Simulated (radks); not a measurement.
Species: neutral platinum. Configuration: [Xe] 4f14 5d9 6s1.

Calculated with a radial shooting solver on a logarithmic mesh with Libxc functionals: Dirac Kohn-Sham, PBE, spin-unpolarised, spherical densities, finite nucleus; open shells are shared between the two j in proportion to 2j + 1; Fermi nuclear charge, rms radius 5.427 fm.

Energy parts (eV):
total: -501856.33
kinetic: 573823.49
electron-nucleus: -1261566.80
Hartree: 195605.53
exchange-correlation: -9718.54

Orbitals (lengths in bohr, moments of r in powers of bohr):
| orbital | occ. | eigenvalue (eV) | <r> |
|---|---|---|---|
| 1s1/2 | 2 | -78272.23 | 0.01715 |
| 2s1/2 | 2 | -13740.55 | 0.07171 |
| 2p1/2 | 2 | -13173.26 | 0.05906 |
| 2p3/2 | 4 | -11444.41 | 0.06749 |
| 3s1/2 | 2 | -3227.277 | 0.1866 |
| 3p1/2 | 2 | -2971.751 | 0.1768 |
| 3p3/2 | 4 | -2591.716 | 0.1923 |
| 3d3/2 | 4 | -2164.846 | 0.1676 |
| 3d5/2 | 6 | -2082.928 | 0.1723 |
| 4s1/2 | 2 | -693.4218 | 0.4150 |
| 4p1/2 | 2 | -584.8418 | 0.4179 |
| 4p3/2 | 4 | -494.3409 | 0.4517 |
| 4d3/2 | 4 | -316.1827 | 0.4617 |
| 4d5/2 | 6 | -299.3510 | 0.4729 |
| 5s1/2 | 2 | -101.5114 | 0.9536 |
| 4f5/2 | 6 | -71.8204 | 0.5126 |
| 4f7/2 | 8 | -68.3666 | 0.5199 |
| 5p1/2 | 2 | -66.8943 | 1.035 |
| 5p3/2 | 4 | -51.9767 | 1.136 |
| 5d3/2 | 3.6 | -6.9785 | 1.648 |
| 6s1/2 | 1 | -5.6705 | 2.934 |
| 5d5/2 | 5.4 | -5.6504 | 1.738 |

The highest occupied level is 5d5/2 at -5.650 eV. The density falls to 0.001 e/bohr^3 at r = 4.36 bohr.
